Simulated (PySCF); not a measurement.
Ga(Cl)(SH)2 (ClGaH₂S₂), SMILES [SH][Ga]([SH])[Cl].

Geometry optimised at PBE0-D3(BJ)/def2-SVP. The structure was generated by enumeration; whether it is a known compound was not checked. One conformer was computed; it need not be the lowest.

All values below come from HF/def2-TZVP (PySCF).

The total energy is -3179.16019 hartree and the point group is C2v. The highest occupied level is -10.73 eV, the lowest empty level is 1.90 eV and the orbital gap is 12.63 eV. The dipole moment comes out as 2.61 D, the quadrupole, principal values (traceless, Buckingham form, about the centre of nuclear charge) is -7.13, 2.00, 5.13 D·Å and the mean static polarisability comes out as 71.6 bohr³ (10.61 Å³). The polarisability, principal values comes out as 51.1, 79.0, 84.7 bohr³.
